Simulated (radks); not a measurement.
The numbers below are computed, except where a source is named.
Valence configurations of neutral copper (all share [Ar]). Level of theory: non-relativistic Kohn-Sham, r2SCAN, spin-polarised, spherical densities, point nucleus; open shells are filled with parallel spins first; meta-GGA in the generalised Kohn-Sham scheme (a radial shooting solver on a logarithmic mesh with Libxc functionals). Energies are relative to 3d10 4s1; eigenvalues in eV for spin up.

valence,E (eV),moment (Bohr magnetons),e(3d),e(4p),e(4s)
3d10 4s1,0.000,1,-5.238,-,-5.125
3d10 4p1,4.134,1,-7.343,-1.884,-
3d9 4s2,2.593,1,-10.829,-,-5.978
3d10 4s0.5 4p0.5,2.100,1,-6.346,-1.411,-5.510
3d9 4s0.5 4p1.5,8.828,3,-13.373,-3.017,-8.272
3d9 4s1 4p1,6.193,3,-12.479,-2.621,-7.909
3d8 4s1 4p2,16.796,5,-20.522,-4.106,-10.394
3d8 4s2 4p1,13.385,3,-19.380,-3.048,-8.950
3d9.5 4s1.5,1.069,1,-7.901,-,-5.565
3d8 4s1.5 4p1.5,15.429,4,-20.030,-3.660,-9.776

NIST lists [Ar] 3d10 4s1 as the ground configuration; this level of theory agrees among the configurations tried. The energies are those of spherical high-spin densities, not of single terms.
